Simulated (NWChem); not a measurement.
# Si2H4O, singlet; SMILES O[Si][SiH3]

```xyz
7

Si    -0.7267     0.8717    -0.0034
O      0.7918     1.6202     0.0020
H      1.5898     1.0577    -0.0423
Si     0.0951    -1.4507    -0.0034
H      1.5566    -1.5044    -0.4114
H     -0.6669    -2.4181    -0.8766
H      0.0286    -1.9904     1.4098
```
Atoms are numbered in this order, from 1.

Low-valent species are run as closed-shell singlets; no triplet was tried in these runs. All runs use the structure optimised with PBE-D3(BJ)/def2-SVP.

Q: List the 6 lowest vertical singlet excitations from B3LYP/6-31+G* (spherical d), TDA (NWChem).

A: 
```json
[
 {"state": "S1", "energy (eV)": "2.54", "oscillator strength": "0.010", "leading excitation (squared amplitude)": "HOMO → LUMO (0.99)"},
 {"state": "S2", "energy (eV)": "4.52", "oscillator strength": "0.038", "leading excitation (squared amplitude)": "HOMO → LUMO+1 (0.95)"},
 {"state": "S3", "energy (eV)": "5.44", "oscillator strength": "0.004", "leading excitation (squared amplitude)": "HOMO → LUMO+2 (0.53)"},
 {"state": "S4", "energy (eV)": "5.53", "oscillator strength": "0.029", "leading excitation (squared amplitude)": "HOMO−1 → LUMO (0.86)"},
 {"state": "S5", "energy (eV)": "5.74", "oscillator strength": "0.426", "leading excitation (squared amplitude)": "HOMO → LUMO+3 (0.41)"},
 {"state": "S6", "energy (eV)": "6.10", "oscillator strength": "0.219", "leading excitation (squared amplitude)": "HOMO−2 → LUMO (0.55)"}
]
```
